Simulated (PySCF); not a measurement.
Electron correlation in B (boron, neutral)

[He] 2s2 3s1, 2S determinant (an excited configuration). All numbers are calculated (PySCF 2.14, the spin-free X2C one-electron Hamiltonian (Gaussian nucleus), in aug-cc-pVDZ-DK (4s3p2d, 23 functions)). Frozen: 1s2; 3 electrons correlated.

```json
{"level": "CCSD", "correlation energy (mhartree)": "-66.84"}
{"level": "(T)", "correlation energy (mhartree)": "-0.64"}
{"level": "CCSD(T)", "correlation energy (mhartree)": "-67.48"}
{"level": "CCSDT", "correlation energy (mhartree)": "-67.82"}
{"level": "FCI", "correlation energy (mhartree)": "-67.82"}
```

Diagnostics: T1 = 0.012, D1 = 0.0255, largest double amplitude 0.140, weight of the Hartree-Fock determinant in FCI 0.8970 (5082 determinants).

The outer electron is Rydberg-like, and this basis confines it to a smaller radius and binds it less than a complete one would.

Cost of the coupled-cluster step: roughly 0.6 core-seconds, for 3 correlated electrons.

Iterations:

```
CC2 = 0
CCSD nocc = (np.int64(2), np.int64(1)), nmo = (22, 22)
frozen orbitals [[0], [0]]
max_cycle = 100
direct = 0
conv_tol = 1e-08
conv_tol_normt = 1e-06
diis_space = 8
diis_start_cycle = 0
Init t2, MP2 energy = -0.0382908473770886
Init E_corr(UCCSD) = -0.0382908473987925
cycle = 1  E_corr(UCCSD) = -0.0530978850266807  dE = -0.0148070376  norm(t1,t2) = 0.0768461
cycle = 2  E_corr(UCCSD) = -0.0596447517547989  dE = -0.00654686673  norm(t1,t2) = 0.0402553
cycle = 3  E_corr(UCCSD) = -0.0661937974316568  dE = -0.00654904568  norm(t1,t2) = 0.0237034
cycle = 4  E_corr(UCCSD) = -0.0664914190561809  dE = -0.000297621625  norm(t1,t2) = 0.00967995
cycle = 5  E_corr(UCCSD) = -0.0670484618131618  dE = -0.000557042757  norm(t1,t2) = 0.00416937
cycle = 6  E_corr(UCCSD) = -0.0669223456259249  dE = 0.000126116187  norm(t1,t2) = 0.00253834
cycle = 7  E_corr(UCCSD) = -0.0666628133067403  dE = 0.000259532319  norm(t1,t2) = 0.0149788
cycle = 8  E_corr(UCCSD) = -0.0669710198137701  dE = -0.000308206507  norm(t1,t2) = 0.000762337
cycle = 9  E_corr(UCCSD) = -0.0668585044681978  dE = 0.000112515346  norm(t1,t2) = 0.000509898
cycle = 10  E_corr(UCCSD) = -0.0668410260817836  dE = 1.74783864e-05  norm(t1,t2) = 7.34957e-05
cycle = 11  E_corr(UCCSD) = -0.0668396783550919  dE = 1.34772669e-06  norm(t1,t2) = 1.26313e-05
cycle = 12  E_corr(UCCSD) = -0.0668397380765789  dE = -5.9721487e-08  norm(t1,t2) = 3.08027e-06
cycle = 13  E_corr(UCCSD) = -0.066839744504996  dE = -6.4284171e-09  norm(t1,t2) = 4.43534e-06
cycle = 14  E_corr(UCCSD) = -0.0668396930933824  dE = 5.14116136e-08  norm(t1,t2) = 8.31468e-06
cycle = 15  E_corr(UCCSD) = -0.0668397089856779  dE = -1.58922955e-08  norm(t1,t2) = 8.75554e-07
cycle = 16  E_corr(UCCSD) = -0.066839682216084  dE = 2.67695939e-08  norm(t1,t2) = 6.20225e-06
cycle = 17  E_corr(UCCSD) = -0.066839688914934  dE = -6.69884995e-09  norm(t1,t2) = 3.26526e-07
UCCSD converged
E(UCCSD) = -24.41662826463009  E_corr = -0.06683968891493398
UCCSD(T) correction = -0.00063790220470599
```
